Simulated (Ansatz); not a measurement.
One change: `C[SiH2]S[SiH2][GaH2]` becomes `C[SiH2]SC#N`.

Ansatz, PBE0-D4/def2-TZVP geometries, multiplicity 1. Each molecule was computed in one conformer, which needn't be the lowest.

Scalar relativity is left out up to krypton.

| property | `C[SiH2]S[SiH2][GaH2]` |
| --- | --- |
| HOMO–LUMO gap (B3LYP/def2-TZVPP) / eV | 4.71 |
| HOMO energy (B3LYP/def2-TZVPP) / eV | -6.79 |
| HOMO–LUMO gap (PBE/def2-TZVPP) / eV | 3.25 |
| HOMO energy (PBE/def2-TZVPP) / eV | -5.92 |
| HOMO–LUMO gap (PBE0/def2-TZVPP) / eV | 5.12 |
| LUMO energy (ωB97M-V/def2-TZVPP) / eV | -0.12 |

Give the same properties after the change, and the shifts. (Estimate.)

The calculation gave: 
```
                             property  `C[SiH2]SC#N`  shift
HOMO–LUMO gap (B3LYP/def2-TZVPP) / eV           6.92   2.21
  HOMO energy (B3LYP/def2-TZVPP) / eV          -7.64  -0.85
  HOMO–LUMO gap (PBE/def2-TZVPP) / eV           5.22   1.97
    HOMO energy (PBE/def2-TZVPP) / eV          -6.68  -0.76
 HOMO–LUMO gap (PBE0/def2-TZVPP) / eV           7.36   2.24
LUMO energy (ωB97M-V/def2-TZVPP) / eV           1.39   1.51
```

With PBE0 the HOMO falls by 0.89 eV and the LUMO rises by 1.35 eV, so the gap widens by about 2.24 eV. PBE moves the HOMO by -0.76 eV and ωB97M-V by -0.97 eV.

B3LYP here is the variant with VWN-RPA as its local correlation; programs differ in this.
